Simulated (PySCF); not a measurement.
Molecule: Ge(F)(SiH3), H3FGeSi, SMILES [F][Ge][SiH3], singlet. Atoms near the plane z = 1.0 Å, at the B3LYP/def2-SVP optimised geometry (x, y, z in Å): Ge1 (-1.5, -0.2, 0.0), F2 (-1.6, 1.6, 0.0), Si3 (1.0, -0.2, 0.0), H4 (1.5, 0.5, 1.2), H6 (1.6, -1.6, -0.1).

Computed with PySCF 2.14.0 with B3LYP/def2-TZVP. The values are rescaled to run from 0 to 1.

```
|:................::::::::::::|
|..................:::::::::::|
|.......   ........:::::::::::|
|.....       ......:::::::::::|
|.....        .....:::::::::::|
|....         ....::::::::::::|
|....         ...:::::::::::::|
|:...    ..   ..::::::::::::::|
|::......::....:::::::::::::::|
|::::..:-==-:::-------::::::::|
|:::::-=+**++=====+*%*=-::::::|
|:::-=+#@@@@%*++*#@@@@%=::::::|
|::-=+#@@@@@@@##%@@@@@@+-:::::|
|:--=*@@@@@@@@@@@@@@@@@+-:::::|
|:--=*@@@@@@@@@@@@@@@@@+-:::::|
|::-=*@@@@@@@@@@@@@@@@%+-:::::|
|::--+%@@@@@@@@@@@@@@@#=-:::::|
|::--=*@@@@@@@@@@@@@@@*=-:::::|
|:::-=+#@@@@@@##%@@@%*=-::::::|
|:::--=+#%@@%#***##*+=--::::::|
|::::--=+**#**++++===--:::::::|
|::::--==+++++====----::::::::|
|:::----========-----:::::::::|
|:::-----======----:::::::::::|
|:::---------------:::::::::::|
|::----------------:::::::::::|
|::---------------::::::::::::|
|::---------------::::::::::::|
|:::--------------::::::::::::|
```
Scale: ten equal steps from 0.000 (start of ' ') to 1.00 (end of '@'), in the order ' .:-=+*#%@'; x runs from -4.00 to 4.00, y from -4.00 (bottom) to 4.00 (top).

**Question.** Which quantity is mapped?
A) electron localisation function
B) log10 of the electron density
C) electrostatic potential
D) Laplacian of the electron density

**Answer.** C, electrostatic potential. In full: electrostatic potential (hartree/e), clipped to [-0.08, 0.12].
